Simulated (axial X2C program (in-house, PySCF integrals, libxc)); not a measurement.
Which molecule gave these maps?

PBE0 fields computed with an in-house relativistic program for diatomic molecules, two-component, near the equilibrium distance, one atom at z = 0.

The maps cover the half plane through the axis: z from -2.4 to 4.2 Å along the bond, ρ from 0.15 to 2.25 Å away from it.

log10 of the density in e/bohr³:

```
 ρ\z  -2.4  -1.8  -1.2  -0.6   0.0   0.6   1.2   1.8   2.4   3.0   3.6   4.2
0.15  -3.5  -2.4  -1.4  -0.5   1.4  -0.5  -1.0   0.4   0.7  -1.1  -2.6  -3.7
0.45  -3.5  -2.5  -1.5  -0.8   0.1  -0.8  -1.1  -0.2   0.1  -1.3  -2.6  -3.7
0.75  -3.7  -2.7  -1.8  -1.1  -0.8  -1.1  -1.3  -1.0  -0.8  -1.7  -2.7  -3.8
1.05  -3.8  -2.9  -2.1  -1.5  -1.2  -1.4  -1.6  -1.6  -1.6  -2.1  -3.0  -3.9
1.35  -4.0  -3.2  -2.4  -1.9  -1.7  -1.8  -2.0  -2.1  -2.2  -2.6  -3.3  -4.1
1.65  -4.3  -3.5  -2.8  -2.4  -2.2  -2.2  -2.4  -2.5  -2.7  -3.0  -3.6  -4.4
1.95  -4.6  -3.9  -3.3  -2.8  -2.7  -2.7  -2.8  -3.0  -3.1  -3.5  -4.0  -4.7
2.25  -4.9  -4.2  -3.7  -3.3  -3.2  -3.2  -3.3  -3.4  -3.6  -3.9  -4.4  -5.1
```

Electron localisation function (collinear form, no current term, damped to 0 at low density):

```
 ρ\z  -2.4  -1.8  -1.2  -0.6   0.0   0.6   1.2   1.8   2.4   3.0   3.6   4.2
0.15  0.04  0.57  0.87  0.20  0.24  0.17  0.30  0.74  0.45  0.13  0.01  0.00
0.45  0.03  0.52  0.86  0.38  0.49  0.31  0.39  0.65  0.75  0.15  0.01  0.00
0.75  0.02  0.41  0.82  0.77  0.33  0.67  0.48  0.26  0.31  0.13  0.02  0.00
1.05  0.01  0.26  0.72  0.84  0.76  0.73  0.49  0.15  0.11  0.09  0.02  0.00
1.35  0.00  0.12  0.54  0.74  0.73  0.62  0.40  0.14  0.06  0.06  0.01  0.00
1.65  0.00  0.03  0.30  0.53  0.54  0.42  0.26  0.10  0.04  0.03  0.01  0.00
1.95  0.00  0.01  0.10  0.27  0.29  0.21  0.12  0.06  0.02  0.01  0.00  0.00
2.25  0.00  0.00  0.01  0.07  0.10  0.07  0.04  0.02  0.01  0.00  0.00  0.00
```

Axial spin density in 10⁻³ e/bohr³:

```
 ρ\z  -2.4  -1.8  -1.2  -0.6   0.0   0.6   1.2    1.8    2.4   3.0  3.6  4.2
0.15   0.0  -0.2  -2.0  -2.8  63.2  -3.0   0.2  479.6  606.8  30.8  1.0  0.0
0.45   0.0  -0.1   0.1  12.0   6.0  10.6  -4.1   59.8  131.1  10.5  0.5  0.0
0.75   0.0   0.1   1.6  18.4  44.4  17.2  -2.2   15.8   37.5   3.2  0.2  0.0
1.05   0.0   0.1   1.7  12.1  26.9  11.9   0.4    5.8   10.9   1.6  0.1  0.0
1.35   0.0   0.1   1.1   5.7  10.9   5.8   1.0    2.3    3.4   0.8  0.1  0.0
1.65   0.0   0.1   0.6   2.3   3.9   2.4   0.7    0.9    1.1   0.4  0.1  0.0
1.95   0.0   0.1   0.2   0.8   1.3   0.9   0.4    0.4    0.4   0.1  0.0  0.0
2.25   0.0   0.0   0.1   0.3   0.4   0.3   0.2    0.1    0.1   0.1  0.0  0.0
```

Which molecule is it?
A. CoC⁺
B. SiBr⁻
C. GeC⁺
D. CoSe⁺

D. CoSe⁺, with Se at z = 0 and Co at z = 2.174 Å, state Ω = 4 (⟨Sz⟩ = 2.00, ⟨Lz⟩ = 2.00 at PBE0), basis Se dyall-cv3z [8s9p6d4f1g], Co dyall-cv3z [9s10p6d3f2g] (cores contracted in-house). One determinant describes the state; a PBE0 search over occupations chose it and may have missed a lower one. Density functionals use the spin component along the axis (collinear). Other states lie close and PBE0, whose exact exchange favours high spin, may order them wrongly; the determinant shown need not be the ground state. The nearest other 2c determinant of the search, Ω = 3, lies 0.53 eV up at the distance of the search. Without a current term, density functionals place determinants with orbital angular momentum somewhat too high. With several unpaired electrons one determinant need not be a pure state. Open-shell Ω = 0 determinants with evenly filled partner blocks cannot be reached by this program, so the Ω shown need not be the lowest component.
